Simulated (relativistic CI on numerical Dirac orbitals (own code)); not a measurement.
# d8 in a ligand field

Computed with a parametric ligand-field model of a d^n configuration (Racah B and C, spin-orbit zeta, crystal field), exact diagonalisation.

Field parameters in Wybourne normalisation: D3d B²₀ = −7Dσ, B⁴₀ = −14Dq − 21Dτ, B⁴₃ = −14√(10/7) Dq; D4h B²₀ = −7Ds, B⁴₀ = 21(Dq − Dt), B⁴₄ = 21√(5/14) Dq; Oh B⁴₀ = 21Dq, B⁴₄ = √(5/14) B⁴₀. The field is a parameter set, without covalency.

Ground term and bands for B = 730, C = 3080, ζ = 0 cm⁻¹, Oh, 10Dq = 25100 cm⁻¹?

Ground term 3A2 with 2.00 electrons in the two orbitals of the cubic e set. Spin-allowed: 3T2 25100 cm⁻¹ (398 nm), 3T1 32877 cm⁻¹ (304 nm), 3T1 53373 cm⁻¹ (187 nm). Lowest spin-forbidden: 1E 11875 cm⁻¹ (842 nm), 1A1 21827 cm⁻¹ (458 nm), 1T2 36855 cm⁻¹ (271 nm). With an A2 ground term the first spin-allowed band lies at |10Dq| itself.

Ground term and bands for B = 540, C = 2040, ζ = 0 cm⁻¹, D4h, 10Dq = 35100, Ds = -1500, Dt = 690 cm⁻¹?

Ground term 3B1 with 2.00 electrons in the two orbitals of the cubic e set. Spin-allowed: 3E 28826 cm⁻¹ (347 nm), 3E 34180 cm⁻¹ (293 nm), 3B2 35100 cm⁻¹ (285 nm), 3A2 43432 cm⁻¹ (230 nm). Lowest spin-forbidden: 1A1 7589 cm⁻¹ (1318 nm), 1B1 8339 cm⁻¹ (1199 nm), 1A1 16659 cm⁻¹ (600 nm).

Ground term and bands for B = 850, C = 3690, ζ = 0 cm⁻¹, Oh, 10Dq = 4700 cm⁻¹?

Ground term 3A2 with 2.00 electrons in the two orbitals of the cubic e set. Spin-allowed: 3T2 4700 cm⁻¹ (2128 nm), 3T1 8116 cm⁻¹ (1232 nm), 3T1 18734 cm⁻¹ (534 nm). Lowest spin-forbidden: 1E 13394 cm⁻¹ (747 nm), 1T2 17609 cm⁻¹ (568 nm), 1A1 20622 cm⁻¹ (485 nm). With an A2 ground term the first spin-allowed band lies at |10Dq| itself.

Ground term and bands for B = 790, C = 3320, ζ = 0 cm⁻¹, Oh, 10Dq = 5000 cm⁻¹?

Ground term 3A2 with 2.00 electrons in the two orbitals of the cubic e set. Spin-allowed: 3T2 5000 cm⁻¹ (2000 nm), 3T1 8569 cm⁻¹ (1167 nm), 3T1 18281 cm⁻¹ (547 nm). Lowest spin-forbidden: 1E 12306 cm⁻¹ (813 nm), 1T2 16871 cm⁻¹ (593 nm), 1A1 19243 cm⁻¹ (520 nm). With an A2 ground term the first spin-allowed band lies at |10Dq| itself.

Ground term and bands for B = 570, C = 2910, ζ = 0 cm⁻¹, D3d, 10Dq = 18850, Dσ = -1200, Dτ = -330 cm⁻¹?

Ground term 3A2 with 2.00 electrons in the two orbitals of the cubic e set. Spin-allowed: 3E 15595 cm⁻¹ (641 nm), 3A1 19565 cm⁻¹ (511 nm), 3E 23853 cm⁻¹ (419 nm), 3A2 25056 cm⁻¹ (399 nm). Lowest spin-forbidden: 1E 10258 cm⁻¹ (975 nm), 1A1 18311 cm⁻¹ (546 nm), 1E 24970 cm⁻¹ (400 nm).
